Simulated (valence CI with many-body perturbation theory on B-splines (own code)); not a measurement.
Results of a calculation; reference values are marked as such.
Hyperfine factors and g values of Er18+

Method: relativistic CI+MBPT: four valence electrons over a frozen Dirac-Fock core [Kr] 4d10, a basis of 7 s, 7 p, 7 d, 7 f, 4 g, 2 h functions for each j, with the one-electron correlation potential Σ1 (screened to all orders), the two-electron term Σ2, the three-electron term Σ3, Breit, model QED; selected single and double excitations, second order for the rest, scaled by the run's own slope (own B-spline code, finite nucleus).

No measured spectrum was set against this ion. As an estimate, terms of the open shell hold to a few per cent of their energy, and close levels can change places.

A/g_I is the dipole constant over the nuclear g factor μ/I (μ in nuclear magnetons, uniformly magnetised nucleus), B/Q the quadrupole constant per barn. Both hold the static response of the core; the bare values leave it out. Large factors of s and p1/2 electrons are usually good to 5 to 10 %; those of open d and f shells near neutrality can be off by tens of per cent, and small factors of p3/2, d and f electrons come from cancelling terms and can be off by a factor of two or in sign, in half-filled shells by more. B is blank for J = 1/2, where it vanishes, and for nearly pure S terms. Energies count from the lowest level. Levels with J = 0 are left out.

Names give the largest LS component (configuration and term), which can be under half, so a name can repeat, a term be missing and a line seem to break the LS rules; names also repeat where a configuration has a term twice. Letters in brackets count levels of one name in rising energy.

| Level | E (cm⁻¹) | g | A/g_I (MHz) | A/g_I bare | B/Q (MHz/b) | B/Q bare |
| --- | --- | --- | --- | --- | --- | --- |
| 4f⁴ ⁵I_4 | 0.0 | 0.616 | 2740 | 2340 | -1130 | -953 |
| 4f⁴ ⁵I_5 | 6114 | 0.904 | 1880 | 1830 | -1020 | -872 |
| 4f⁴ ⁵I_6 | 12119 | 1.066 | 1410 | 1570 | -972 | -847 |
| 4f⁴ ⁵I_7 | 17808 | 1.164 | 1150 | 1440 | -942 | -837 |
| 4f⁴ ⁵I_8 | 23165 | 1.226 | 997 | 1380 | -927 | -840 |
| 4f⁴ ⁵F_1 | 28140 | 0.062 | 5020 | 4060 | 393 | 334 |
| 4f⁴ ⁵F_2 | 28233 | 1.018 | 1890 | 2060 | 996 | 851 |
| 4f⁴ ⁵F_3 | 32308 | 1.213 | 1060 | 1420 | 329 | 269 |
| 4f⁴ ⁵F_4 [a] | 32801 | 1.105 | 1500 | 1760 | -1490 | -1280 |
| 4f⁴ ⁵S_2 | 34239 | 1.844 | -924 | 215 | -104 | -107 |
| 4f⁴ ³K_6 [a] | 36947 | 0.866 | 1990 | 1910 | 327 | 295 |
| 4f⁴ ⁵G_2 | 37752 | 0.446 | 3300 | 2690 | -603 | -502 |
| 4f⁴ ⁵G_3 | 39412 | 0.891 | 2030 | 2000 | 156 | 149 |
| 4f⁴ ⁵F_4 [b] | 39646 | 1.156 | 1110 | 1380 | 888 | 752 |
| 4f⁴ ⁵F_5 | 39675 | 1.307 | 697 | 1170 | 28.3 | -14.3 |
| 4f⁴ ³K_7 [a] | 40068 | 0.975 | 1690 | 1750 | 1170 | 989 |
| 4f⁴ ³K_8 [a] | 43921 | 1.043 | 1520 | 1660 | 2000 | 1670 |
| 4f⁴ ³H_5 [a] | 47181 | 1.198 | 940 | 1250 | 631 | 522 |
| 4f⁴ ⁵G_4 | 47781 | 1.057 | 1470 | 1630 | -263 | -219 |
| 4f⁴ ³G_3 [a] | 49727 | 0.834 | 2060 | 1920 | -1160 | -991 |
| 4f⁴ ³D_2 [a] | 50041 | 1.179 | 1100 | 1410 | 935 | 807 |
| 4f⁴ ³P_1 [a] | 53837 | 1.025 | 1900 | 2100 | -71.8 | -67.2 |
| 4f⁴ ⁵G_5 | 54269 | 1.170 | 1140 | 1450 | -447 | -388 |
| 4f⁴ ³L_7 | 54359 | 0.933 | 1700 | 1680 | 1130 | 975 |
| 4f⁴ ⁵G_6 | 55257 | 1.259 | 775 | 1170 | -569 | -526 |
| 4f⁴ ³L_8 | 56449 | 0.978 | 1660 | 1720 | 2460 | 2090 |
| 4f⁴ ³K_8 [b] | 57068 | 1.022 | 1470 | 1570 | 2050 | 1730 |
| 4f⁴ ¹D_2 [a] | 57198 | 1.011 | 1300 | 1340 | -528 | -467 |
| 4f⁴ ³L_9 | 57478 | 1.063 | 1430 | 1600 | 3500 | 2950 |
| 4f⁴ ³D_3 [a] | 58539 | 1.274 | 574 | 954 | 905 | 765 |
| 4f⁴ ³F_4 [a] | 58815 | 1.150 | 1150 | 1420 | -1370 | -1170 |
| 4f⁴ ³H_6 [a] | 60515 | 1.203 | 1060 | 1410 | -633 | -557 |
| 4f⁴ ³I_5 [a] | 61283 | 0.901 | 1800 | 1740 | 569 | 472 |
| 4f⁴ ³G_4 [a] | 61874 | 1.090 | 1250 | 1430 | -878 | -758 |
| 4f⁴ ³F_2 [a] | 64391 | 0.714 | 2940 | 2770 | 716 | 628 |
| 4f⁴ ⁵D_1 [a] | 66651 | 1.252 | 750 | 1130 | 509 | 436 |
| 4f⁴ ³I_6 [a] | 67322 | 1.048 | 1440 | 1580 | 85.2 | 66.9 |
| 4f⁴ ³I_7 [a] | 68118 | 1.117 | 1320 | 1560 | 475 | 393 |

Problem. Take the isotope of mass number 167, with I = 7/2, μ = -0.5623 μN and Q = 3.57 b. What is the hyperfine structure of 4f⁴ ⁵I_6?

Solution. From the table A = -226 MHz, B = -3470 MHz. Shifts from the centre of gravity in MHz: F = 5/2: 4160, F = 7/2: 3960, F = 9/2: 3570, F = 11/2: 2880, F = 13/2: 1780, F = 15/2: 111, F = 17/2: -2290, F = 19/2: -5610.
